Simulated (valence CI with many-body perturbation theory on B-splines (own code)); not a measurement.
Results of a calculation; reference values are marked as such.
**Hyperfine factors and g values of Tm LVI**

Method: configuration interaction combined with many-body perturbation theory (CI+MBPT): four valence electrons over a frozen Dirac-Fock core [Ne], radial functions for each j: 11 s, 11 p, 9 d, 7 f, 5 g, 2 h, 1 i, with the one-electron correlation potential Σ1, the two-electron term Σ2, the three-electron term Σ3, Breit, model QED; selected CI, second order for the rest (own B-spline code, finite nucleus).

The last digits are not significant, and no measured levels were compared; by estimate large intervals hold to a few tenths of a per cent, small ones and those within an open d or f shell to about a per cent.

A/g_I is the dipole constant over the nuclear g factor μ/I (μ in nuclear magnetons, uniformly magnetised nucleus), B/Q the quadrupole constant per barn. Both hold the static response of the core; the bare values leave it out. Large factors of s and p1/2 electrons are usually good to 5 to 10 %; those of open d and f shells near neutrality can be off by tens of per cent, and small factors of p3/2, d and f electrons come from cancelling terms and can be off by a factor of two or in sign, in half-filled shells by more. B is blank for J = 1/2, where it vanishes, and for nearly pure S terms. Energies count from the lowest level. Levels with J = 0 are left out.

Levels are named by their leading jj configuration (3d3/2^4 stands for four electrons in 3d with j = 3/2), which in mixed levels can hold well under half, so a name can repeat and another be missing. Letters in brackets count levels of one name in rising energy.

```
                         Level  E (Ry)      g  A/g_I (MHz)  A/g_I bare  B/Q (MHz/b)  B/Q bare
        (3s^2 3p1/2 3p3/2) J=1  18.156  1.491      -127000     -121000       166000    164000
        (3s^2 3p1/2 3p3/2) J=2  18.790  1.167       463000      456000       302000    298000
        (3s 3p1/2^2 3p3/2) J=2  29.220  1.537      1120000     1100000       304000    300000
        (3s 3p1/2^2 3p3/2) J=1  31.128  1.037      -723000     -703000       183000    181000
        (3s^2 3p1/2 3d3/2) J=2  32.971  0.754       406000      401000        66000     67600
        (3s^2 3p1/2 3d3/2) J=1  35.838  0.877      -324000     -313000        49500     49900
            (3s^2 3p3/2^2) J=2  37.419  1.310       173000      172000        29600     29200
        (3s^2 3p1/2 3d5/2) J=2  38.535  1.293      -134000     -128000        41400     43100
        (3s^2 3p1/2 3d5/2) J=3  38.598  1.109       260000      258000        45600     47900
        (3s 3p1/2^2 3d3/2) J=1  44.304  0.429      -906000     -883000        27100     28000
        (3s 3p1/2^2 3d3/2) J=2  44.784  1.138      1050000     1030000        52200     53800
    (3s 3p1/2 3p3/2^2) J=2 [a]  46.915  1.519       733000      721000        90100     88900
        (3s 3p1/2 3p3/2^2) J=3  48.103  1.310       974000      956000        21200     21000
        (3s 3p1/2^2 3d5/2) J=3  49.545  1.351       706000      694000        49000     51200
    (3s 3p1/2 3p3/2^2) J=1 [a]  49.868  1.270       882000      866000      -239000   -236000
    (3s 3p1/2 3p3/2^2) J=2 [b]  49.920  1.082       108000      109000       -23700    -23200
        (3s 3p1/2^2 3d5/2) J=2  50.484  1.022      -600000     -583000        30100     32200
    (3s 3p1/2 3p3/2^2) J=1 [b]  50.652  1.350       607000      599000       166000    164000
        (3s^2 3p3/2 3d3/2) J=3  53.642  1.092       156000      157000       348000    346000
        (3s^2 3p3/2 3d3/2) J=2  53.835  1.060        39500       42500       -28400    -28000
        (3s^2 3p3/2 3d3/2) J=1  53.897  1.121       194000      194000      -159000   -158000
        (3s^2 3p3/2 3d5/2) J=4  56.303  1.239        86100       87400       407000    404000
        (3s^2 3p3/2 3d5/2) J=2  56.900  1.240        74200       76000      -215000   -212000
        (3s^2 3p3/2 3d5/2) J=3  58.565  1.193       100000      101000         7950      9870
        (3s^2 3p3/2 3d5/2) J=1  59.213  1.075       -21500      -18000        53600     53700
(3s 3p1/2 3p3/2 3d3/2) J=2 [a]  60.485  1.186       281000      279000        10200     10200
(3s 3p1/2 3p3/2 3d3/2) J=1 [a]  61.226  1.148       442000      437000      -154000   -153000
(3s 3p1/2 3p3/2 3d3/2) J=3 [a]  61.578  1.139       640000      630000        83900     83600
(3s 3p1/2 3p3/2 3d3/2) J=2 [b]  61.750  1.173       352000      348000       -46400    -46200
    (3s 3p1/2 3p3/2 3d3/2) J=4  62.695  1.171       761000      748000       280000    278000
(3s 3p1/2 3p3/2 3d3/2) J=2 [c]  63.648  0.907       431000      425000      -105000   -103000
(3s 3p1/2 3p3/2 3d3/2) J=3 [b]  64.044  1.306       683000      672000       278000    274000
(3s 3p1/2 3p3/2 3d3/2) J=1 [b]  64.371  1.745      1610000     1580000       102000    101000
(3s 3p1/2 3p3/2 3d3/2) J=2 [d]  64.443  1.404       803000      791000        74400     72100
```

Q: Take the isotope of mass number 169, with I = 1/2, μ = -0.231 μN. What is the hyperfine structure of (3s 3p1/2^2 3p3/2) J=1?

A: From the table A = 334000 MHz. Shifts from the centre of gravity in MHz: F = 1/2: -334000, F = 3/2: 167000.
